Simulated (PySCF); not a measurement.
MSr anions for M along the third period

PBE with double-zeta basis sets in PySCF, for the lowest determinant that a PBE0 search found; no spin–orbit coupling. De refers to high-spin ground-configuration atoms (the charge goes to the atom of lower measured ionisation energy or higher electron affinity, which is not always the lowest computed limit). A positive dipole points towards Sr; it is taken about the centre of mass and depends on that origin.

```csv
M,basis,charged atom,state (unpaired electrons),Re (Å),ωe (cm⁻¹),De (eV),μ (D)
Na,def2-SVPD,Na−,singlet (closed shell),4.132,77.4,0.65,5.56
Al,def2-SVPD,Al−,triplet (π ↑↑),3.129,182,n/a,3.71
Si,def2-SVPD,Si−,"quartet (σ ↑, π ↑↑)",3.082,185,n/a,2.16
S,def2-SVPD,S−,doublet (σ ↑),2.574,329,2.79,5.05
Cl,def2-SVPD,Cl−,singlet (closed shell),2.738,230,1.75,-0.86
```

The shortest bond is that of SrS⁻ (2.574 Å), the longest that of NaSr⁻ (4.132 Å).

The state changes along the series, so neighbouring rows are not always alike in their bonding.

Closed-shell solutions of metal pairs were not tested for spin polarisation, which can lower them a little. For an ion De counts to the pair picked by the measured ionisation energies or electron affinities, which need not be the lowest pair at this level. The highest Kohn–Sham level is positive in some of these anions. Much of that is self-interaction error, but it also means that the finite basis helps to hold the extra electron. States were picked by a PBE0 search and need not be the measured ground states.
